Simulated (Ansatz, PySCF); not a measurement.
The pair A = NH3 (SMILES N) (first 4 atoms), B = COS (SMILES O=C=S); geometry from B3LYP-D3(BJ)/def2-TZVP.
(charge 0, multiplicity 1):
```xyz
7

N      0.08142    -0.08459     0.02662
H      0.71661     0.69713    -0.08732
H      0.50145    -0.88624    -0.42973
H     -0.76990     0.13822    -0.47620
O      1.19389     1.01500     2.80680
C      0.41726     0.23311     3.15459
S     -0.62203    -0.81338     3.66738
```

Frozen-core correlation. Rows in 6-31G* carry no dispersion term and start afresh at each structure (6-31G* with six Cartesian d functions).

The values were computed with Ansatz (a quantum-chemistry and plane-wave program) with Gaussian orbitals; PySCF for 6-31G* rows. Each number belongs to the level named beside it.

Total energies (hartree), monomers frozen at their geometry in the pair:

```csv
structure,HF/6-31G*,B3LYP/def2-TZVPPD,CCSD(T)/aug-cc-pV(T+d)Z
AB,-566.4464236,-568.2113007,-567.4167155
A in the pair's basis,-56.1851537,-56.5904443,-56.4806349
B in the pair's basis,-510.2596025,-511.6202484,-510.9333573
A,-56.1840098,-56.5902875,-56.4805080
B,-510.2592142,-511.6202240,-510.9330573
```

Q: Work out the interaction energy without and with the counterpoise correction, and the superposition error, for each level.

A: 
E(AB) − E(A) − E(B), times 627.509 kcal/mol, with the monomers in their own basis and then in the pair's basis:
- HF/6-31G*: -2.01 uncorrected, -1.05 corrected; the monomers gain 0.96 kcal/mol from borrowed functions
- B3LYP/def2-TZVPPD: -0.50 uncorrected, -0.38 corrected; the monomers gain 0.11 kcal/mol from borrowed functions
- CCSD(T)/aug-cc-pV(T+d)Z: -1.98 uncorrected, -1.71 corrected; the monomers gain 0.27 kcal/mol from borrowed functions
